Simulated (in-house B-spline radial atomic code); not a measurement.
How numerical settings move a run on neutral carbon, [He] 2s2 2p2. Computed with an all-electron radial atomic-structure program (B-spline basis): non-relativistic HSE06, spin-polarised, spherical fractional occupations, point nucleus.

Command:
```bash
python run_scf.py task.json out
```
Settings of the sound reference run:
```
Z                6
electrons        6
configuration    [He] 2s2 2p2
hamiltonian      nr
method           hse06
spin_polarised   True
knot_spacing     0.22
spline_order     8
gauss_points     12
box_radius       50
max_iterations   70
damping          0.5
damped_steps     3
diis_vectors     10
tolerance        1e-08
start            Thomas-Fermi
```

Time taken, with all properties: 0.36 s on 1 thread of Arm Neoverse N1, on a shared host.

It converges in 9 iterations to -37.777749 hartree, with 2p up at -6.57829 eV. The other runs change the listed settings, some to values that make no sense; their results aren't properties of the atom or ion. Radii are in bohr (the nuclear one in fm), a minus after a letter asks for a j subshell, and «unchanged» means within 1e-8 hartree. The run stops when the residual is below 10 × tolerance × max(1, Z/10), or a noise floor if that is larger, and the energy moves by less than 1e-8 × √|E| hartree; so very loose and very tight tolerances often act alike.

| changed settings | outcome |
| --- | --- |
| gauss_points = 16, box_radius = 15, first_knot = 0.00167, max_iterations = 100, tolerance = 0.001 | converged in 8 iterations, energy +2.71e-08 hartree from the reference, 2p up level -1.4e-04 eV |
| first_knot = 0.167 | converged in 9 iterations, energy +5.33e-07 hartree from the reference, 2p up level -3.3e-05 eV |
| first_knot = 0.05 | converged in 10 iterations, energy -3.97e-07 hartree from the reference, 2p up level +9.8e-06 eV |
| gauss_points = 8, max_iterations = 60, start = bare nucleus | converged in 10 iterations, energy -3.39e-07 hartree from the reference, 2p up level -1.1e-06 eV |
| electrons = 7, configuration = [He] 2s2 2p2 3s-1, max_iterations = 60 | stopped with error: j subshells need the Dirac Hamiltonian and l > 0 |
| knot_spacing = 0.4 | converged in 10 iterations, energy +1.36e-05 hartree from the reference, 2p up level -2.7e-04 eV |
| electrons = 7, configuration = [He] 2s2 2p2 1f1, max_iterations = 50 | stopped with error: there is no 1f shell |
| spline_order = 3, gauss_points = 3, first_knot = 0.0167, max_iterations = 60 | converged in 10 iterations, energy +6.03e-04 hartree from the reference, 2p up level -8.2e-04 eV |
| knot_spacing = 2 | converged in 10 iterations, energy +1.56e+00 hartree from the reference, 2p up level -6.2e-01 eV |
| start = bare nucleus | converged in 10 iterations, energy unchanged |
| first_knot = 0.00167 | converged in 9 iterations, energy -8.77e-08 hartree from the reference, 2p up level -2.7e-05 eV |
| first_knot = 0.0167 | converged in 10 iterations, energy -8.65e-07 hartree from the reference, 2p up level +1.1e-05 eV |
| first_knot = 1.67e-05 | converged in 8 iterations, energy +2.70e-07 hartree from the reference, 2p up level -1.4e-04 eV |
| knot_spacing = 0.4, spline_order = 7, gauss_points = 4, box_radius = 200, max_iterations = 60 | converged in 10 iterations, energy +3.63e-05 hartree from the reference, 2p up level -3.2e-04 eV |
| knot_spacing = 0.55 | converged in 10 iterations, energy +1.37e-04 hartree from the reference, 2p up level -1.4e-04 eV |
| knot_spacing = 1.4 | converged in 10 iterations, energy +3.87e-01 hartree from the reference, 2p up level -9.8e-02 eV |

(1) What happens with knot_spacing = 0.1?

(2) What happens with knot_spacing = 0.3?

(3) What happens with knot_spacing = 1?

(4) What happens with knot_spacing = 0.75?

Answers

(1) Converged in 9 iterations, energy -1.74e-06 hartree from the reference, 2p up level -7.7e-06 eV.

(2) Converged in 9 iterations, energy +3.39e-06 hartree from the reference, 2p up level -3.7e-06 eV.

(3) Converged in 9 iterations, energy +3.20e-02 hartree from the reference, 2p up level -9.7e-03 eV.

(4) Converged in 10 iterations, energy +8.12e-03 hartree from the reference, 2p up level -4.7e-03 eV.
